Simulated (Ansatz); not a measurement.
TiO₂. Total charge 0; singlet. Geometry PBE-D4/def2-TZVP; atoms count from 1.

```
atom   x (Å)   y (Å)   z (Å)
 Ti1  -0.218   0.498   0.313
  O2   0.080  -0.979   0.986
  O3   0.139   0.481  -1.299
```

Estimate the Mulliken populations from the PBE0/def2-TZVP orbitals of Ansatz.


```
atom  charge (e)  d electrons
 Ti1        1.19         2.49
  O2       -0.59            –
  O3       -0.59            –
```
Mulliken values depend strongly on the basis.

And the Mayer bond orders between heavy atoms (over 0.3)?

Ti1–O2 2.08 (1.65 Å); Ti1–O3 2.08 (1.65 Å).
